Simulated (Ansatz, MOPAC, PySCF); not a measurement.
Complex: C2H4 (SMILES C=C) (first 6 atoms) with C2H6 (SMILES CC); geometry from B3LYP-D3(BJ)/def2-TZVP, rigid monomers moved along the line of their centres of mass till C1···H11 is 2.74 Å.
(charge 0, multiplicity 1):
```xyz
14

C      0.246     0.637    -0.026
C     -0.248    -0.567     0.221
H     -0.387     1.514    -0.072
H      1.305     0.795    -0.193
H      0.385    -1.444     0.269
H     -1.306    -0.725     0.391
C      0.348     0.657     3.664
C     -0.346    -0.699     3.583
H      1.320     0.577     4.155
H     -0.248     1.375     4.231
H      0.511     1.071     2.668
H      0.249    -1.413     3.011
H     -1.318    -0.616     3.092
H     -0.511    -1.123     4.575
```

Counterpoise-corrected where a basis set is named; no monomer relaxation. Rows marked so take none.

Rows in 6-31G* carry no dispersion term and start afresh at each structure (6-31G* with six Cartesian d functions). The state reached by PM6 isn't checked.

Run with Ansatz (an electronic-structure program); MOPAC for PM6 (differences of heats of formation); PySCF for 6-31G* rows, the dispersion terms. 

### Question
One of these levels gives 2.8 kJ/mol for the interaction energy. Which one is it?
A) B3LYP/6-31G*
B) PM6
C) PBE-D3(BJ)/def2-TZVPPD
D) B3LYP/6-31G* (no counterpoise)

### Answer
D, B3LYP/6-31G* (no counterpoise). The others give -0.5 (PM6), -3.6 (PBE-D3(BJ)/def2-TZVPPD), 7.1 (B3LYP/6-31G*)
